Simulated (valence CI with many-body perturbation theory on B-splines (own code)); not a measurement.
# Level structure of Sn XII

Level of theory: relativistic CI+MBPT: three valence electrons over a frozen Dirac-Fock core [Kr], radial functions for each j: 7 s, 7 p, 8 d, 6 f, 4 g, 1 h, with the one-electron correlation potential Σ1 (screened to all orders), the two-electron term Σ2, the three-electron term Σ3, Breit, model QED; selected single and double excitations, second order for the rest, scaled by the run's own slope (own B-spline code, finite nucleus).

No measured levels were compared; by estimate terms of the open shell hold to 2 to 4 % of their energy, and close levels can change places. The list stops below the first excitations out of the core. Only levels of the ground parity were solved; by the run's estimate the other parity begins above the list, which can be wrong where configurations are misplaced.

Levels 1 to 19 of 19, with energies above the lowest level, 4d³ ⁴F_3/2. "Leading %" is the weight of the configuration and term that name the level; weights of strongly mixed levels are sums over their largest components and can fall short, so below about 35 % the name and the second component can differ from the true leading terms, or belong to a minority configuration. In the jj column 3d3/2^4 stands for four electrons in 3d with j = 3/2. Lifetimes count E1, E2, E3, M1 and M2 decay at the calculated energies, and are blank where another channel may lead or the interval is too uncertain; long ones can be off by a factor of two.

| No. | Configuration | Term | J | E (cm⁻¹) | Leading % | g | Lifetime | Leading jj |
| --- | --- | --- | --- | --- | --- | --- | --- | --- |
| 1 | 4d³ | ⁴F | 3/2 | 0.0 | 92 | 0.436 |  | 4d3/2^3 (60 %) |
| 2 | 4d³ | ⁴F | 5/2 | 5725 | 97 | 1.032 | 132 ms | 4d3/2^2 4d5/2 (87 %) |
| 3 | 4d³ | ⁴F | 7/2 | 11383 | 94 | 1.219 | 138 ms | 4d3/2 4d5/2^2 (59 %) |
| 4 | 4d³ | ⁴F | 9/2 | 16274 | 81 | 1.286 | 361 ms | 4d3/2 4d5/2^2 (45 %) |
| 5 | 4d³ | ⁴P | 3/2 | 22179 | 60 | 1.497 | 53.9 ms | 4d3/2^2 4d5/2 (71 %) |
| 6 | 4d³ | ⁴P | 1/2 | 24105 | 81 | 2.302 | 409 ms | 4d3/2^2 4d5/2 (90 %) |
| 7 | 4d³ | ²G | 7/2 | 29830 | 92 | 0.912 | 20.9 ms | 4d3/2 4d5/2^2 (57 %) |
| 8 | 4d³ | ²H | 9/2 | 30818 | 55 | 1.031 | 27.5 ms | 4d3/2^2 4d5/2 (60 %) |
| 9 | 4d³ | ⁴P | 5/2 | 32027 | 95 | 1.578 | 74.9 ms | 4d3/2 4d5/2^2 (64 %) |
| 10 | 4d³ | ²D | 3/2 | 37106 | 50 | 1.155 | 8.44 ms | 4d3/2 4d5/2^2 (88 %) |
| 11 | 4d³ | ²P | 1/2 | 39566 | 81 | 1.033 | 21.1 ms | 4d3/2 4d5/2^2 (90 %) |
| 12 | 4d³ | ²H | 11/2 | 41928 | 100 | 1.090 | 69.8 ms | 4d3/2 4d5/2^2 (100 %) |
| 13 | 4d³ | ²G | 9/2 | 45322 | 53 | 1.035 | 13.6 ms | 4d5/2^3 (67 %) |
| 14 | 4d³ | ²D | 5/2 | 45966 | 93 | 1.206 | 12.9 ms | 4d3/2 4d5/2^2 (64 %) |
| 15 | 4d³ | ²P | 3/2 | 52315 | 58 | 1.173 | 8.58 ms | 4d5/2^3 (86 %) |
| 16 | 4d³ | ²F | 7/2 | 57518 | 97 | 1.136 | 24.0 ms | 4d3/2 4d5/2^2 (83 %) |
| 17 | 4d³ | ²F | 5/2 | 57822 | 92 | 0.882 | 30.1 ms | 4d3/2 4d5/2^2 (49 %) |
| 18 | 4d³ | ²D | 3/2 | 88411 | 99 | 0.801 | 5.50 ms | 4d3/2 4d5/2^2 (86 %) |
| 19 | 4d³ | ²D | 5/2 | 88477 | 92 | 1.184 | 3.57 ms | 4d5/2^3 (55 %) |

Names give the largest LS component (configuration and term), which can be under half, so a name can repeat, a term be missing and a line seem to break the LS rules; names also repeat where a configuration has a term twice.

The ionisation energy to 4d² ³F2 of the next ion comes out as 233.16 eV (NIST: 232 ± 2.5 eV (theoretical)). All 19 levels together are meant to be complete up to 423160 cm⁻¹.
